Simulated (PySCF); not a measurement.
## How methods differ on the ionisation energy of Bi⁴⁵⁺

Bi⁴⁵⁺ [Kr] 4d2 (3F) → Bi⁴⁶⁺ [Kr] 4d1 (2D), as a difference of total energies. Computed with PySCF 2.14 in an uncontracted even-tempered set (18 s from 5.4 bohr⁻², ratio 2.5; 14 p from 7 bohr⁻², ratio 2.5; 8 d from 7 bohr⁻², ratio 2.5; 4 f from 29 bohr⁻², ratio 2.7; 3 g from 43 bohr⁻², ratio 2.7), with scalar relativity by spin-free X2C-1e. Correlated levels: outer shells: [Ar] 3d10 frozen; virtual orbitals above 40 to 60 times the deepest correlated orbital energy dropped. The calculations carry no spin-orbit coupling.

```tsv
method	ionisation energy (eV)
UHF	2303.5
LDA	2304.9
PBE	2305.2
PBE0	2305.2
r2SCAN	2305.1
MP2 (outer shells)	2303.2
SCS-MP2 (outer shells)	2303.2
```

Spin-orbit coupling is strong in these open shells (close to jj coupling). The scalar numbers leave it out and a first-order estimate fails, so it can dominate the gap to the real levels.

Breit and QED terms and the two-electron picture change are absent.

For comparison: 2321 ± 4 eV (theoretical estimate listed by NIST; NIST Atomic Spectra Database, ionization energies).
